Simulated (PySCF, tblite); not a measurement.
Isomers of C2H6FO2Si2 (doublet state). Calculated harmonic vibrations of the isolated species, GFN2-xTB (tblite), most abundant isotopes, no scaling. Against measured fundamentals such values can be off by several per cent, at times by over 20. Modes of hydrogen on silicon can be 10 to 20 % off. One conformer each. Open shells enter through the occupations alone, without spin polarisation, and single modes of such species can be off by tens of per cent.

Electronic energies: B3LYP/pcH-1 single points on the GFN2-xTB geometries (PySCF, gas phase).

```tsv
SMILES	electronic energy, lowest = 0 (kJ/mol)
O[SiH]O/C([SiH3])=C/F	16.8
O[SiH2]O/C([SiH2])=C/F	0.0
O[SiH2]O/C([SiH3])=[C]/F	91.4
```

How do GFN2-xTB zero-point energies change the relative energies?

```
                  SMILES  ZPE (kJ/mol)  of it from modes above 1550 cm⁻¹  electronic (kJ/mol)  with ZPE, lowest = 0 (kJ/mol)  lowest mode (cm⁻¹)  rings
  O[SiH2]O/C([SiH2])=C/F         190.7                             106.2                  0.0                            0.0                  57      0
   O[SiH]O/C([SiH3])=C/F         191.1                             103.9                 16.8                           17.2                  33      0
O[SiH2]O/C([SiH3])=[C]/F         182.5                             101.0                 91.4                           83.2                  44      0
```

The zero-point energies span 8.6 kJ/mol, from `O[SiH2]O/C([SiH3])=[C]/F` to `O[SiH]O/C([SiH3])=C/F`. The order is unchanged.

And how do the electronic energies of GFN2-xTB itself compare?

`O[SiH2]O/C([SiH2])=C/F` 0.0; `O[SiH]O/C([SiH3])=C/F` 45.7; `O[SiH2]O/C([SiH3])=[C]/F` 84.5 kJ/mol, lowest = 0. Against the energies above, taken from the same isomer `O[SiH2]O/C([SiH2])=C/F`, the largest difference is 28.9 kJ/mol.

What do entropy and thermal enthalpy add at 298.15 K and 1 bar (rigid rotor, harmonic oscillator, one conformer each)?

| SMILES | point group | symmetry number | S (J/(mol K)) | H − H(0) (kJ/mol) | ZPE + H − H(0) − TS (kJ/mol) |
| --- | --- | --- | --- | --- | --- |
| O[SiH2]O/C([SiH2])=C/F | C1 | 1 | 430.5 | 30.67 | 93.1 |
| O[SiH]O/C([SiH3])=C/F | C1 | 1 | 428.5 | 29.70 | 93.1 |
| O[SiH2]O/C([SiH3])=[C]/F | C1 | 1 | 441.4 | 31.29 | 82.2 |

S holds R ln(2S + 1) for the spin.
